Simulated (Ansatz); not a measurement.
Input and output for FHSSn (`[F][Sn][SH]`).

```yaml
crystal:
  periodic: [false, false, false]
  atoms:
    - {symbol: F, position_ang: [-1.622826, -0.458031, 0.334766]}
    - {symbol: Sn, position_ang: [-0.523415, 1.102387, 0.725657]}
    - {symbol: S, position_ang: [1.440089, 0.206656, -0.381613]}
    - {symbol: H, position_ang: [0.761651, -0.911313, -0.699109]}
basis:
  gaussian: {orbitals: STO-3G}
hamiltonian: {xc: {name: SPW92}}
```

```sh
$ ansatz run in.yaml --threads 4 --pin off --events-out ev --progress --plain --max-ram 10444MiB
```

It prints (some lines left out):

```
Functional definition: SPW92
543 factors; integrals over basis functions are off by at most 2.6e-5 eV
mean field evaluation 1: about -175520.4694 eV, gradient 1.1e1 eV
mean field evaluation 2: about -175506.7370 eV, gradient 7.4e1 eV
mean field evaluation 4: about -175521.0606 eV, gradient 5.6e0 eV
mean field evaluation 8: about -175521.1687 eV, gradient 7.1e-2 eV
mean field -175521.16869995 eV, -6450.2839772020 hartree, gradient 2.9e-5 eV, S^2 0.000000; 0 other end points of the search recorded, 0 dependent functions left out
reference -175521.16871441 eV, -6450.2839777334 hartree; 38, 38 occupied and 4, 4 virtual orbitals, 543 factors
Total energy: -175521.16871441 eV, -6450.2839777334 hartree
```

Run time 0.2 s (4 threads of an AMD EPYC 9R45 on a shared host); peak host memory 0.09 GiB.
